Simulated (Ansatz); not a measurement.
`COBC=O` + HCl → `COBCl` + `C=O` at 600 K and 1 bar (ligand exchange at a B–C bond).

Program: Ansatz. Geometries: PBE0-D4/def2-TZVP. ΔE: electronic, gas phase. CBS: MP2 limit from def2 TZ/QZ plus the TZ coupled-cluster correction, frozen cores. This one scheme is used for every species. One conformer a species, not always the lowest.

```json
{"species": "`COBC=O`", "CCSD(T)/CBS energy (Eh)": "-254.25700", "H − E (kJ/mol)": "248.4", "S (J/(mol·K))": "406.1"}
{"species": "HCl", "CCSD(T)/CBS energy (Eh)": "-460.38127", "H − E (kJ/mol)": "35.4", "S (J/(mol·K))": "207.2"}
{"species": "`COBCl`", "CCSD(T)/CBS energy (Eh)": "-600.27977", "H − E (kJ/mol)": "193.6", "S (J/(mol·K))": "366.3"}
{"species": "`C=O`", "CCSD(T)/CBS energy (Eh)": "-114.39408", "H − E (kJ/mol)": "92.5", "S (J/(mol·K))": "246.7"}
```

H − E and S are ideal-gas, rigid-rotor, harmonic terms from PBE0-D4/def2-TZVP, for one conformer and one mirror image of each species. 1 Eh = 2625.50 kJ/mol, R = 8.31446 J/(mol·K).

Question: By hand: ΔE, ΔH, ΔS and ΔG.

Answer: ΔE = (-600.27977) + (-114.39408) − (-254.25700) − (-460.38127) = -0.03558 Eh = -93.4 kJ/mol. Δ(H − E) = 193.6 + 92.5 − 248.4 − 35.4 = 2.3, so ΔH = -91.1 kJ/mol. ΔS = 366.3 + 246.7 − 406.1 − 207.2 = -0.3 J/(mol·K). ΔG = -91.1 − 600 × (-0.3)/1000 = -90.9 kJ/mol.

Question: By hand: the equilibrium constant, and the temperature at which ΔG would vanish if ΔH and ΔS stayed fixed.

Answer: log₁₀ K = −ΔG/(RT ln 10) = 7.9. ΔG = 0 at ΔH/ΔS = 303667 K, far beyond where these terms or the molecules hold.

The number of gas molecules stays the same, so ΔS is small and ΔH decides. A doubt of 5 kJ/mol in ΔE shifts log₁₀ K by 0.4 here. Other conformers and mirror images would add mixing entropy, several J/(mol·K) or more a flexible species. Modes under 60 cm⁻¹, often nearly free rotors, make the harmonic entropy too high. These are equilibria of isolated gas molecules and say nothing of rates. Largest T1 diagnostic: 0.015 (customary marks: 0.02 for closed shells, 0.045 for open ones).
